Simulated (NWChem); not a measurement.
System: CH7Si2, doublet; SMILES [SiH3][CH][SiH3]

NWChem input:

```
start job
memory heap 200 mb stack 900 mb global 1100 mb
geometry units angstroms
  Si     1.654829     0.202152     0.260323
  C      0.066093    -0.168286    -0.631939
  Si    -1.682115    -0.132600     0.000547
  H      2.553681    -0.957772     0.177939
  H      2.330399     1.341194    -0.377837
  H      1.381241     0.515649     1.662316
  H      0.175224    -0.447174    -1.673977
  H     -2.279360    -1.471295    -0.110135
  H     -2.487074     0.787987    -0.814749
  H     -1.701268     0.300116     1.397366
end
basis spherical
  Si library 6-31g*
  C library 6-31g*
  H library 6-31g*
end
dft
  odft
  mult 2
  xc xpbe96 cpbe96
  iterations 150
end
task dft hessian
driver
  maxiter 150
  inhess 2
end
task dft optimize
```

Excerpt of the output:

```
             Northwest Computational Chemistry Package (NWChem) 7.3.0
             --------------------------------------------------------

 C2  symmetry detected

                             Geometry "geometry" -> ""
                             -------------------------

 Output coordinates in angstroms (scale by  1.889725989 to convert to a.u.)

  No.       Tag          Charge          X              Y              Z
 ---- ---------------- ---------- -------------- -------------- --------------
    1 Si                  14.0000     1.68186932    -0.00012370     0.13259541
    2 C                    6.0000     0.00000000     0.00000000    -0.66037753
    3 Si                  14.0000    -1.68186932     0.00012370     0.13259541
    4 H                    1.0000     2.45168014    -1.16182753    -0.33428988
    5 H                    1.0000     2.41621793     1.21235312    -0.25687875
    6 H                    1.0000     1.54992923    -0.04845681     1.58826362
    7 H                    1.0000     0.00000000     0.00000000    -1.74459624
    8 H                    1.0000    -2.41621793    -1.21235312    -0.25687875
    9 H                    1.0000    -2.45168014     1.16182753    -0.33428988
   10 H                    1.0000    -1.54992923     0.04845681     1.58826362

 Effective nuclear repulsion energy (a.u.)     139.1329115870

      Symmetry information
      --------------------

 Group name             C2
 Group number              4
 Group order               2
 No. of unique centers     6

                                Z-matrix (autoz)
                                --------

 Units are Angstrom for bonds and degrees for angles

[...]

      ----------------------
      Optimization converged
      ----------------------

  Step       Energy      Delta E   Gmax     Grms     Xrms     Xmax
  ---- ---------------- -------- -------- -------- -------- --------
@    7    -620.81256922 -1.6D-07  0.00003  0.00001  0.00053  0.00136
                                     ok       ok       ok       ok

                                Z-matrix (autoz)
                                --------

 Units are Angstrom for bonds and degrees for angles

      Type          Name      I     J     K     L     M      Value     Gradient
      ----------- --------  ----- ----- ----- ----- ----- ---------- ----------
    1 Stretch                  1     2                       1.86213    0.00001
    2 Stretch                  1     4                       1.50572    0.00001
    3 Stretch                  1     5                       1.50613    0.00001
    4 Stretch                  1     6                       1.49930    0.00000
    5 Stretch                  2     3                       1.86213    0.00001
    6 Stretch                  2     7                       1.10144    0.00003
    7 Stretch                  3     8                       1.50613    0.00001
    8 Stretch                  3     9                       1.50572    0.00001
    9 Stretch                  3    10                       1.49930    0.00000
   10 Bend                     1     2     3               127.34529   -0.00001
   11 Bend                     1     2     7               116.32735    0.00000
   12 Bend                     2     1     4               110.96833   -0.00000
   13 Bend                     2     1     5               110.95454    0.00000
   14 Bend                     2     1     6               110.86175   -0.00000
   15 Bend                     2     3     8               110.95454    0.00000
   16 Bend                     2     3     9               110.96833   -0.00000
   17 Bend                     2     3    10               110.86175   -0.00000
   18 Bend                     3     2     7               116.32735    0.00000
   19 Bend                     4     1     5               106.63242    0.00000
   20 Bend                     4     1     6               108.71854   -0.00000
   21 Bend                     5     1     6               108.56865   -0.00000
   22 Bend                     8     3     9               106.63242    0.00000
   23 Bend                     8     3    10               108.56865   -0.00000
   24 Bend                     9     3    10               108.71854   -0.00000
   25 Torsion                  1     2     3     8        -118.96989    0.00000
   26 Torsion                  1     2     3     9         122.67096    0.00000
   27 Torsion                  1     2     3    10           1.75114    0.00000
   28 Torsion                  3     2     1     4         122.67096    0.00000
   29 Torsion                  3     2     1     5        -118.96989    0.00000
   30 Torsion                  3     2     1     6           1.75114    0.00000
   31 Torsion                  4     1     2     7         -57.32904    0.00000
   32 Torsion                  5     1     2     7          61.03011    0.00000
   33 Torsion                  6     1     2     7        -178.24886    0.00000
   34 Torsion                  7     2     3     8          61.03011    0.00000
   35 Torsion                  7     2     3     9         -57.32904    0.00000
   36 Torsion                  7     2     3    10        -178.24886    0.00000

[...]
```

Level: PBE/6-31G* (spherical d), spin-unrestricted. In the optimisation the excess spin sits in b (C2, its own frame). No stability test was run on the SCF state.
